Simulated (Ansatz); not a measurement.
Job for Ansatz (a quantum-chemistry and plane-wave program): R-RI-MP2/aug-cc-pVTZ on H2 (SMILES [H][H]) with ghost functions, monomers drawn apart or pushed together. Files ending in .json are basis or fitting sets from the Basis Set Exchange.

Ansatz 0.2 input:
```yaml
crystal:
  periodic: [false, false, false]
  atoms:
    - {symbol: H, position_ang: [-0.27557003, 0.24065282, 3.04121738]}
    - {symbol: H, position_ang: [0.31848874, -0.20574059, 3.07566331]}
basis:
  gaussian:
    orbitals: aug-cc-pVTZ
    fitting: {mean_field: def2-universal-JKFIT, correlation: aug-cc-pVTZ-RIFIT.json}
    ghost_atoms:
      - {symbol: F, position_ang: [-0.70530000, 1.00706946, 0.34583593]}
      - {symbol: C, position_ang: [-0.00977418, -0.00812218, -0.14827193]}
      - {symbol: F, position_ang: [-0.01404889, 0.05740400, -1.47300573]}
      - {symbol: F, position_ang: [1.23901705, 0.05469303, 0.29271550]}
      - {symbol: F, position_ang: [-0.55898065, -1.15088893, 0.23904282]}
magnetization: {spin_polarized: false}
correlation: {method: mp2, electrons: outside_noble_gas}
scf: {lower_state_search: off}
```

Output:

```
WARN ansatz: RAYON_NUM_THREADS=1 ignored (pool sized by the plan → 1); use --threads N
Functional definition: HF
these checks for a lower state are left out or cut short: stability, starts, cluster_reference, orbital_swaps, neighbouring_geometries, increment
integrals: 0.24 GiB planned
419 factors; integrals over basis functions are off by at most 1.1e0 eV
mean field: 0.43 GiB planned
mean field evaluation 1: about -30.7400 eV, gradient 3.6e0 eV
mean field evaluation 2: about -30.8262 eV, gradient 8.1e-1 eV
mean field evaluation 4: about -30.8309 eV, gradient 3.7e-5 eV
mean field -30.83090272 eV, -1.1330147770 hartree, gradient 1.1e-7 eV, S^2 0.000000; 0 other end points of the search recorded, 0 dependent functions left out
622 factors; their error is unknown
reference -30.83090272 eV, -1.1330147770 hartree; 1, 1 occupied and 275, 275 virtual orbitals, 622 factors
second order -0.87112776 eV of doubles, -0.00000000 eV of singles
Total energy: -31.70203048 eV, -1.1650281316 hartree
Checks for a lower state left out: stability, starts, cluster_reference, orbital_swaps, neighbouring_geometries, increment
```

The calculation finished and met its thresholds.

Cost: roughly 0.8 core-seconds.
